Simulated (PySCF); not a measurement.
**Circular dichroism: `C[C@@H]1CC[P@]1(C)=O`, C5H11OP**

Cartesian coordinates in Å; atom numbers follow the order of the lines, from 1:
```xyz
18

C    -1.536    1.345    0.734
C    -0.698    0.608   -0.295
C    -1.045   -0.892   -0.416
C     0.042   -1.460    0.517
P     0.961    0.148    0.426
C     2.176    0.032   -0.940
O     1.477    0.795    1.636
H    -1.139    2.347    0.889
H    -1.499    0.822    1.688
H    -2.573    1.424    0.412
H    -0.707    1.144   -1.246
H    -2.062   -1.128   -0.105
H    -0.909   -1.246   -1.438
H    -0.321   -1.624    1.531
H     0.534   -2.366    0.171
H     3.031   -0.535   -0.575
H     1.754   -0.447   -1.817
H     2.504    1.041   -1.182
```

Method: TDDFT PBE0/def2-SVPD circular dichroism and optical rotation, one conformer, gas phase in PySCF 2.14.0. Geometry: GFN2-xTB.

States above about 7.5 eV (minus the energy of the highest occupied orbital) lie near or above the ionisation threshold and depend on the basis.

Q: Assign R or S to each stereocentre.

A: C2 R, P5 S.

Q: List the lowest 8 singlet excitations with oscillator and rotatory strengths.

A: Rotatory strengths R in 10⁻⁴⁰ esu² cm², velocity form and length form (origin at the centre of mass); f in length form.
```
state  E (eV)  λ (nm)      f  R (velocity)  R (length)                                    main
    1    6.84     181  0.019          -0.5        -0.7                          HOMO→LUMO 0.90
    2    6.90     180  0.025          +9.3       +10.9                        HOMO−1→LUMO 0.90
    3    7.32     169  0.004         -29.9       -28.5  HOMO−1→LUMO+2 0.37, HOMO−1→LUMO+1 0.18
    4    7.35     169  0.019         +39.1       +37.9    HOMO→LUMO+1 0.48, HOMO−1→LUMO+1 0.21
    5    7.47     166  0.003          +8.2        +7.9    HOMO→LUMO+2 0.41, HOMO−1→LUMO+2 0.27
    6    7.52     165  0.055         -35.7       -34.3    HOMO−1→LUMO+1 0.28, HOMO→LUMO+2 0.24
    7    7.64     162  0.003          +4.8        +1.8      HOMO→LUMO+4 0.58, HOMO→LUMO+3 0.14
    8    7.77     160  0.006          +8.1        +7.4    HOMO→LUMO+3 0.64, HOMO−1→LUMO+3 0.15
```

Among the states computed, the strongest CD band (largest |R|) is state 4. The largest dissymmetry factor in size, g = 4R/(D+G), with D and G the electric and magnetic dipole strengths, is -0.064 for state 3 (velocity form, f = 0.005), among bands with |R| over 0.5. The mirror image has the same energies and oscillator strengths and all R with the opposite sign.
